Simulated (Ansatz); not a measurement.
A run for Ansatz (an electronic-structure program): U-r2SCAN/cc-pV(T+d)Z on C3H9Al (SMILES [CH3][Al]([CH3])[CH3]), a point of a bond scan (R = 2.960 Å). Files ending in .json are basis or fitting sets from the Basis Set Exchange.

Ansatz 0.2 input:
```yaml
crystal:
  periodic: [false, false, false]
  atoms:
    - {symbol: Al, position_ang: [-0.00545072, 0.00321689, 0.00621685]}
    - {symbol: C, position_ang: [-1.37694529, -1.39163355, -0.14691927]}
    - {symbol: H, position_ang: [-1.05479384, -2.86357910, -2.69462620]}
    - {symbol: H, position_ang: [-2.38593197, -0.96907901, -0.16620752]}
    - {symbol: H, position_ang: [-1.33411409, -2.12920174, 0.65757840]}
    - {symbol: C, position_ang: [-0.15044393, 1.64610507, -1.05639740]}
    - {symbol: H, position_ang: [0.79086087, 1.88141774, -1.56277165]}
    - {symbol: H, position_ang: [-0.36707720, 2.50233223, -0.40734550]}
    - {symbol: H, position_ang: [-0.93818372, 1.60491701, -1.81189978]}
    - {symbol: C, position_ang: [1.52994891, -0.25594771, 1.20008060]}
    - {symbol: H, position_ang: [2.11111240, 0.65534719, 1.35815232]}
    - {symbol: H, position_ang: [2.21239517, -1.00533961, 0.78245430]}
    - {symbol: H, position_ang: [1.22406953, -0.63655760, 2.17915126]}
basis:
  gaussian:
    orbitals: cc-pV_T+d_Z.json
hamiltonian:
  xc: {name: r2SCAN}
magnetization: {spin_polarized: true, initial_magnetization: 0}
```

It printed:

```
WARN ansatz: RAYON_NUM_THREADS=6 ignored (pool sized by the plan → 6); use --threads N
Functional definition: r2SCAN
integrals: 0.17 GiB planned
1318 factors; their error is unknown
mean field: 1.61 GiB planned
mean field evaluation 1: about -9816.8484 eV, gradient 7.3e1 eV
mean field evaluation 2: about -9768.7098 eV, gradient 9.7e1 eV
mean field evaluation 4: about -9838.8282 eV, gradient 2.9e1 eV
mean field evaluation 8: about -9848.5465 eV, gradient 4.2e-1 eV
mean field evaluation 16: about -9848.5259 eV, gradient 8.4e-5 eV
mean field evaluation 32: about -9842.7839 eV, gradient 2.4e1 eV
mean field -9849.58826355 eV, -361.9656923948 hartree, gradient 4.6e-5 eV, S^2 0.911646; 3 other end points of the search recorded, 0 dependent functions left out
reference -9849.58828253 eV, -361.9656930921 hartree; 20, 20 occupied and 235, 235 virtual orbitals, 1318 factors
Total energy: -9849.58828253 eV, -361.9656930921 hartree
```

The calculation finished and met its thresholds. Its determinant has ⟨S²⟩ = 0.91, a mixture of spin states.

Cost: about 60 core-seconds (a rough figure).
